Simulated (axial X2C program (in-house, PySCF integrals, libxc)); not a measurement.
Correcting the dissociation energy of SnH for spin–orbit coupling

A spin-free PBE0 curve (one-electron X2C) was computed with an in-house relativistic program for diatomic molecules, basis Sn dyall-v3z [11s12p9d1f], H dyall-v3z [6s2p1d] (cores contracted in-house), for the state M_S = 1/2, Λ = 1 (beyond evenly filled blocks: π+α). It gives D0 = 2.453 eV to Sn + H, which in a spin-free picture are the weighted means of the ground terms.

Measured levels of the ground terms (NIST Handbook of Basic Atomic Spectroscopic Data), in cm⁻¹: Sn 3P: J = 0 at 0, J = 1 at 1691.8, J = 2 at 3427.7; H 2S: J = 1/2 at 0.

The two components of the molecular doublet are 2279 cm⁻¹ apart in the PBE0 2c search (Ω = 1/2 lower), so the lower one lies 1140 cm⁻¹ under their mean.

(1) How far does each ground level lie under the (2J+1)-weighted mean of its term?

(2) Correct D0.

Second-order spin–orbit effects in the molecule, which grow quickly with Z, are left out. Occupations by symmetry block were frozen at the best pattern of an incomplete PBE0 search. Dissociation energies refer to the lowest single-determinant-based atoms at the same level and basis. Without a current term, density functionals place determinants with orbital angular momentum somewhat too high.

Results:

(1) Sn: (1 × 0 + 3 × 1691.8 + 5 × 3427.7)/9 = 2468 cm⁻¹; H: a single level, 0.

(2) D0 = 2.453 + (1140 − 2468)/8065.5 = 2.288 eV at PBE0 with these spin–orbit terms.
